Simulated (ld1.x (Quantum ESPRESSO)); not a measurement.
# Before and after: TM potential for mercury (Hg)

ld1.x (Quantum ESPRESSO) 7.5 input, shortened:

```
&input
   title='Hg', zed=80., rel=1, dft='PBE', iswitch=3,
   config='[Xe] 4f14 5d9 6s0 6p0'
 /
 &inputp
   pseudotype=2, tm=.true., lloc=-1, rcloc=0.85,
   nlcc=.true.
 /
3
6S  1  0   0.00   0.00  1.60  1.60  0.0
5P  2  1   6.00   0.00  1.10  1.10  0.0
5D  3  2   9.00   0.00  2.00  2.00  0.0
 &test
   configts(1)='5p6 5d9 6s0 6p0'
 /
```

Change: all radii but the core radius scaled by about 0.93 (s 1.50, p 1.02, d 1.86 bohr); local potential all-electron potential smoothed inside 0.80 bohr (lloc = -1).

Cutoffs: the cutoffs (Ry, on a coarse ladder) from which the occupation-weighted sum of valence levels, in a spherical-Bessel basis at the reference potential, stays within 10 and 1 mRy of its value at 400 Ry; they do not see the model core or the augmentation charge, which bear on the density cutoff. Errors are all-electron minus pseudo energies relative to the spin-unpolarised reference configuration.

Task: How do hardness, ghosts and transferability respond?

Result: The potential gets softer (140 Ry and 230 Ry → 100 Ry and 230 Ry); the bound ghosts move from s to p, s; the number of tests that count goes from 7 to 1.

| quantity | base | changed |
| --- | --- | --- |
| cutoff, loose | 140 Ry | 100 Ry |
| cutoff, tight | 230 Ry | 230 Ry |
| bound ghosts | s | s, p |
| tests counted (converged, no solver errors) | 7 of 7 | 1 of 7 |
| error for 5p6 5d10 6s0 6p0, meV [ΔE -35.53 eV] | +8.9 | +13 |

Base: The cutoffs count occupied waves only; the empty 6p level needs 230 Ry at the loose tolerance. These tests converged, but a pseudo level misses the all-electron one widely, so the file describes the atom poorly there or has found another state: 5p6 5d10 6s0 6p0: empty 6p by 2.1 eV. Changed file: The cutoffs count occupied waves only; the empty 6p level needs 160 Ry at the loose tolerance. Tests not counted: 5p6 5d10 6s2 6p0 (solver errors, printed error -2771 eV); 5p6 5d10 6s1 6p0 (solver errors, printed error -2719 eV); 5p6 5d10 6s0 6p2 (solver errors, printed error -2497 eV); 5p6 5d10 6s0 6p1 (solver errors, printed error -2369 eV); 5p6 5d10 6s1 6p1 (solver errors, printed error -2.5 eV); 5p6 5d9 6s2 6p1 (solver errors, printed error -2.8 eV). A true bound ghost makes a file unfit for plane-wave use even where its test errors are small: the radial tests pick states by their node count and pass the ghost by. Where a test does run into it, the solver fails or the error is huge.
